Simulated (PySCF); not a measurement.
Predicted microwave data (PySCF, PBE0-D3(BJ)/def2-SVP geometry optimisation, gas phase) for one isomer of C3H3ClF2O:

* Rotational constants: A = 2962, B = 1983, C = 1661 MHz
* Dipole components: |μa| = 1.40 D, |μb| = 0.63 D, |μc| = 1.63 D
* Inertial defect: -121.30 u·Å²
* κ: -0.51

Problem. Which candidate fits, each taken in the one conformer that was computed?
A. `[F:1][C:2]([F:3])([Cl:4])[C@H:5]1[CH2:6][O:7]1` with F1–C2–C5–C6 -155°
B. `[CH3:1][O:2]/[C:3]([F:4])=[C:5](\[F:6])[Cl:7]` with C1–O2–C3–F4 58°

Solution. A. It is FC(F)(Cl)[C@H]1CO1, an asymmetric top, point group C1. The candidates at the same level (rigid rotor, commonest isotopes):

```
            SMILES  A (MHz)  B (MHz)  C (MHz)  μa (D)  μb (D)  μc (D)  Δ (u·Å²)  point group           rotor
FC(F)(Cl)[C@H]1CO1     2962     1983     1661    1.40    0.63    1.63   -121.30           C1  asymmetric top
   CO/C(F)=C(\F)Cl     4055     1424     1098    2.06    0.31    1.04    -19.35           C1  asymmetric top
```

`CO/C(F)=C(\F)Cl` has A 37 % too high. No structure here is proved a minimum.
